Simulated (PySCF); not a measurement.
PBE on La⁻ (lanthanum, charge -1), [Xe] 5d2 6s2, high-spin 3F determinant. Calculation: PySCF 2.14, in def2-QZVPPD with the def2 core potential (46 electrons) (7s5p4d3f2g, 81 functions); a scalar-relativistic core potential.

```
cycle= 1 E= -31.5105990417275  delta_E= -0.0102  |g|= 0.0313  |ddm|= 2.65
cycle= 2 E= -31.5091518975848  delta_E= 0.00145  |g|= 0.0485  |ddm|= 0.386
cycle= 3 E= -31.5125799179514  delta_E= -0.00343  |g|= 0.00213  |ddm|= 0.368
cycle= 4 E= -31.5125917342053  delta_E= -1.18e-05  |g|= 0.000297  |ddm|= 0.0595
cycle= 5 E= -31.5125919146067  delta_E= -1.8e-07  |g|= 8.53e-05  |ddm|= 0.00392
cycle= 6 E= -31.5125919315425  delta_E= -1.69e-08  |g|= 5.52e-06  |ddm|= 0.000832
cycle= 7 E= -31.5125919316035  delta_E= -6.1e-11  |g|= 1.61e-07  |ddm|= 4.34e-05
converged SCF energy = -31.5125919316035  <S^2> = 2.0118402  2S+1 = 3.0078831
```

Highest occupied orbital energy: 1.417 eV; ⟨L²⟩ = 12.03; populations by l: s 4.00, p 6.00, d 2.00, f 0.00.

Question: Can this result be used?

Answer: With care. The run converged. Energies and moments cover only the electrons outside the core potential. Spin-orbit coupling, absent here, splits the open shell strongly. At PBE the highest occupied level has a positive energy, so only the finite basis holds that electron; in a semilocal or global hybrid functional this comes from self-interaction and does not mean that the real anion is unbound.
